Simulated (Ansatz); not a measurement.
`[OH][Al]([F])[Cl]` + CH₃OH → `C[O][Al]([F])[Cl]` + H₂O at 500 K and 1 bar (ligand exchange at the Al–O bond).

Program: Ansatz. Geometries: PBE0-D4/def2-TZVP. ΔE: electronic, gas phase. CCSD(T)/CBS is the MP2 limit (def2-TZVPP, def2-QZVPP) plus CCSD(T) − MP2 in def2-TZVPP, frozen cores. This one scheme is used for every species. One conformer a species, not always the lowest.

| species | CCSD(T)/CBS energy (Eh) | H − E (kJ/mol) | S (J/(mol·K)) |
| --- | --- | --- | --- |
| `[OH][Al]([F])[Cl]` | -877.57483 | 80.4 | 353.9 |
| CH₃OH | -115.61712 | 157.0 | 265.4 |
| `C[O][Al]([F])[Cl]` | -916.81237 | 164.6 | 411.5 |
| H₂O | -76.37941 | 73.2 | 206.3 |

H − E and S are ideal-gas, rigid-rotor, harmonic terms from PBE0-D4/def2-TZVP, for one conformer and one mirror image of each species. 1 Eh = 2625.50 kJ/mol, R = 8.31446 J/(mol·K).

**Question.** By hand: ΔE, ΔH, ΔS and ΔG.

**Answer.** ΔE = (-916.81237) + (-76.37941) − (-877.57483) − (-115.61712) = 0.00017 Eh = 0.4 kJ/mol. Δ(H − E) = 164.6 + 73.2 − 80.4 − 157.0 = 0.4, so ΔH = 0.8 kJ/mol. ΔS = 411.5 + 206.3 − 353.9 − 265.4 = -1.5 J/(mol·K). ΔG = 0.8 − 500 × (-1.5)/1000 = 1.6 kJ/mol.

**Question.** By hand: the equilibrium constant, and the temperature at which ΔG would vanish if ΔH and ΔS stayed fixed.

**Answer.** log₁₀ K = −ΔG/(RT ln 10) = -0.2. ΔH and −TΔS have one sign here, so there is no such temperature. One of them is within its doubt of zero, so this could turn.

TΔS isn't small against ΔH here. The sign of ΔG lies within the doubt. A doubt of 5 kJ/mol in ΔE shifts log₁₀ K by 0.5 here. Other conformers and mirror images would add mixing entropy, several J/(mol·K) or more a flexible species. These are equilibria of isolated gas molecules and say nothing of rates. Largest T1 diagnostic: 0.011 (customary marks: 0.02 for closed shells, 0.045 for open ones).
